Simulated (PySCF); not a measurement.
**A small calculation by hand: chemical shift, span and skew from a shielding tensor**

BeH4OSi, SMILES [BeH][O][SiH3]. Atoms are numbered in the order given.

```xyz
7

Be     0.0000     0.0000     2.1118
H      0.0000     0.0000     3.4495
O      0.0000     0.0000     0.7015
Si     0.0000     0.0000    -0.9408
H     -1.2187    -0.7036    -1.4457
H      1.2187    -0.7036    -1.4457
H      0.0000     1.4072    -1.4457
```
Charge 0, spin multiplicity 1.

Coordinates come from a PBE-D3(BJ)/def2-TZVP optimisation.

GIAO shieldings from PBE0/pcSseg-2 (PySCF), non-relativistic, no solvent. The symmetric part of the tensor of Si4 has the principal values 346.8, 346.8, 464.1 ppm. The same nucleus in TMS has σ = 341.9 ppm at this level (PySCF, at its B3LYP-D3(BJ)/def2-TZVP geometry).

Problem. Work out the isotropic shielding, the ²⁹Si shift against TMS, the span and the skew.

Solution. 
σ(iso) = (σ11 + σ22 + σ33)/3 = 385.9 ppm. δ = σ(ref) − σ(iso) = 341.9 − (385.9) = -44.0 ppm.
Span Ω = σ33 − σ11 = 117.3 ppm. Skew κ = 3(σ(iso) − σ22)/Ω = 1.00, an axial tensor. Tumbling in solution averages the tensor to δ; in a static solid the shielding alone would spread this spin-1/2 line over Ω.
